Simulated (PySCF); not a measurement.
# Peak assignment

Atoms are numbered as in `[CH3:1][n:2]1[n:3][c:4]([OH:5])[cH:6][cH:7][c:8]1=[O:9]` (H(Xn): hydrogen on atom n).

Level of theory: PBE0-D3(BJ)/def2-TZVP structure, NMR shieldings at B97-2/pcSseg-2/GIAO, in PySCF 2.14.0 with density-fitted response routines (no relativistic terms, averaged over atoms made equivalent by symmetry, fast rotation or ring inversion, one computed conformer, gas phase).

Shifts are taken against calculated references (same method and geometry level): 13C (σ = 185.38 ppm), 1H (σ = 31.64 ppm) against TMS.

Question: Assign these signals to the numbered atoms. 13C{1H} NMR (computed): δ 163.3, 155.8, 141.1, 129.7, 44.1.

Answer: 
```tsv
δ (ppm)	atoms	environment	reason
163.3	C8	ring carbonyl carbon	–
155.8	C4	unsaturated ring carbon	–
141.1	C7	unsaturated ring CH	–
129.7	C6	unsaturated ring CH	–
44.1	C1	methyl carbon bonded to N	deshielded by the electronegative neighbour
```

Question: Assign these signals to the numbered atoms. 1H NMR (400 MHz, computed): δ 7.07 (d, 1H), 6.90 (d, 1H), 4.84 (br s, 1H), 3.49 (s, 3H).

Answer: 
| δ (ppm) | atoms | environment | reason |
| --- | --- | --- | --- |
| 7.07 | H(C6) | hydrogen on a unsaturated ring CH | – |
| 6.90 | H(C7) | hydrogen on a unsaturated ring CH | – |
| 4.84 | H(O5) | hydrogen on a phenol-type oxygen | exchangeable, gas-phase position |
| 3.49 | H(C1) | hydrogen on a methyl carbon bonded to N | its carbon carries N, hence the downfield position |

OH/NH shifts are gas-phase values; hydrogen bonding in solution moves them, usually downfield. Shifts are as computed. Against solution values, carbons near 30 ppm lie about +3 ppm off and those near 130 ppm about +7 ppm. Of 1211 compounds with measured shifts, 218 miss one by over three times the rms of a fit or turn the order of signals round; such compounds aren't used in these exercises. Multiplicities follow the n + 1 count of equivalent neighbours, as no J values were calculated; m marks all less simple cases, F and P coupling included.
